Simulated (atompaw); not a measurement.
**iridium (Ir): one change to a PAW (atompaw) potential, before and after**

```
Element                 : iridium (Ir)
Generator               : atompaw 4.2.0.5
Type                    : PAW
Functional              : PBE
Relativity              : scalar-relativistic
Frozen core             : [Kr] 4d10 4f14 5s2
Valence charge          : 15
Reference configuration : 5p6 5d7.5 6s1.5 6p0
Partial waves           : 6s (bound): rc 2.25 bohr; 6s channel at 2.1 Ry: rc 2.25 bohr; 5p (bound): rc 2.05 bohr; 6p (bound, empty): rc 2.25 bohr; 5d (bound): rc 2.25 bohr; 5d channel at 0.05 Ry: rc 2.25 bohr; 5f channel at 0.3 Ry: rc 1.75 bohr; 5f channel at 2.8 Ry: rc 2.25 bohr
Local potential         : troulliermartins scheme with l = 4 at 1 Ry, radius 2.00 bohr
Core correction         : smooth core density matched at 1.40 bohr
Augmentation charge     : sinc compensation charge, radius 2.20 bohr; PAW radius 2.25 bohr; waves and projectors: custom polynom vanderbiltortho
```

Change: all radii scaled by about 0.89 (s 2.00, p 1.82, d 2.00, f 1.56 bohr); local potential troulliermartins scheme with l = 4 at 1 Ry, radius 1.78 bohr; augmentation sinc compensation charge, radius 1.96 bohr; PAW radius 2.00 bohr; waves and projectors: custom polynom vanderbiltortho; core correction smooth core density matched at 1.24 bohr.

Cutoffs: the cutoffs (Ry, on a coarse ladder) from which the occupation-weighted sum of valence levels, in a spherical-Bessel basis at the reference potential, stays within 10 and 1 mRy of its value at 400 Ry; they do not see the model core or the augmentation charge, which bear on the density cutoff.

**Question.** What does the change do?

**Answer.** The potential gets harder (30 Ry and 50 Ry → 35 Ry and 60 Ry); both files keep a bound ghost (s). A smaller radius makes the pseudo-wave follow the all-electron one further in, where it bends more sharply, so more plane waves are needed.

```csv
quantity,base,changed
"cutoff, loose",30 Ry,35 Ry
"cutoff, tight",50 Ry,60 Ry
loose cutoff by channel (10 mRy a level),"s 8 Ry, p 18 Ry, d 18 Ry","s 10 Ry, p 21 Ry, d 21 Ry"
bound ghosts,s,s
lowest overlap eigenvalue by channel,"s 0.14, p 0.71, d 0.92, f 0.95","s 0.39, p 0.76, d 0.92, f 1.00"
```

 A true bound ghost makes a file unfit for plane-wave use even where its test errors are small: the radial tests pick states by their node count and pass the ghost by. The cutoffs see the waves, projectors and local potential, not the compensation charge or the core.
